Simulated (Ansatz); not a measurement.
Consider the hydrogen abstraction from the O–H bond: `O[Si](O)(F)F` + `[OH]`• → `[O][Si](O)(F)F`• + H₂O.

Program: Ansatz. Geometries: PBE0-D4/def2-TZVP. ΔE: electronic, gas phase. CBS: MP2 limit from def2 TZ/QZ plus the TZ coupled-cluster correction, frozen cores. This one scheme is used for every species. DFT in def2-TZVPP. No spin–orbit coupling; open shells (•) take unrestricted orbitals. Each species was taken in one conformer, which may not be the lowest.

CCSD(T)/CBS gives +24.1 kJ/mol.

Problem. Another level gave +22.4 kJ/mol. Which?
A. MP2/def2-TZVPP
B. r2SCAN-D4/def2-TZVPP
C. LDA (SPW92)/def2-TZVPP
D. ωB97M-V/def2-TZVPP

Solution. D. ωB97M-V 22.4, LDA (SPW92) 2.9, MP2/def2-TZVPP 29.3, r2SCAN-D4 17.3 kJ/mol.

Largest T1 diagnostic among the species: 0.014.

At CCSD(T), def2-SVP lies +9.1 kJ/mol from the extrapolated value and def2-TZVPP +1.1 kJ/mol. From PBE to PBE0 (25 % exact exchange), in def2-TZVPP and without D4, ΔE moves by +14.3 kJ/mol.
